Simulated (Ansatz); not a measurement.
Gas-phase electronic energies from Ansatz, PBE0-D4/def2-TZVP geometries. CCSD(T)/CBS adds triple-zeta CCSD(T) − MP2 to the extrapolated MP2 energy (def2 sets, frozen cores). This one scheme is used for every species. Functionals use def2-TZVPP. B3LYP here is the variant with VWN-RPA as its local correlation; programs differ in this. For Ga outer-core shells are correlated without core-valence functions, which leaves a few kJ/mol of doubt a bond. Scalar relativity is left out up to krypton. One conformer a species, not always the lowest.

`B[S][GaH][SiH3]` + `N[SiH3]` → `[SiH3][NH][GaH][SiH3]` + `BS`  (ligand exchange at a Ga–S bond)

`B[S][GaH][SiH3]`:

Z-matrix (Å, degrees):
```
Si
Ga 1 2.409
H 1 1.488 2 110.5
H 1 1.488 2 110.4 3 120.4
H 1 1.489 2 110.2 3 -119.8
S 2 2.237 1 118.7 3 -60.1
H 2 1.569 1 128.5 3 119.9
B 6 1.779 2 101.7 1 0.2
H 8 1.194 6 117.4 2 180.0
H 8 1.196 6 121.8 2 -0.0
```

`N[SiH3]`:

Cartesian coordinates in Å:
```
N -0.555 0.368 0.833
Si 0.408 -0.137 -0.499
H -0.519 -0.148 1.698
H -1.484 0.723 0.670
H 1.795 -0.343 -0.008
H -0.017 -1.402 -1.171
H 0.373 0.940 -1.522
```

`[SiH3][NH][GaH][SiH3]`:

```xyz
12

Si   -0.049   -2.542   -0.216
N     0.358   -0.885    0.035
Ga   -0.711    0.597   -0.166
Si    0.295    2.731    0.306
H     0.794   -3.177   -1.269
H     0.117   -3.357    1.021
H    -1.471   -2.591   -0.641
H     1.305   -0.697    0.332
H    -2.177    0.298   -0.628
H     1.719    2.584    0.716
H     0.250    3.613   -0.894
H    -0.432    3.426    1.405
```

`BS`:

Z-matrix (Å, degrees):
```
B
S 1 1.765
H 1 1.192 2 115.8
H 1 1.190 2 121.4 3 -180.0
H 2 1.344 1 99.2 3 180.0
```

```tsv
level	ΔE (eV)
B3LYP-D4	0.25
r2SCAN	0.25
```

(1) What does CCSD(T)/CBS give? (Best estimate.)

Largest T1 diagnostic among the species: 0.015.

Results:

(1) Ansatz gave: +0.23 eV. The listed levels differ from it by 0.02, 0.02 eV.

In def2-TZVPP, CCSD(T) changes the Hartree–Fock value by −0.08 eV (the triples alone add −0.00 eV) and MP2 by −0.05 eV. From PBE to PBE0 (25 % exact exchange), in def2-TZVPP and without D4, ΔE moves by +0.04 eV.
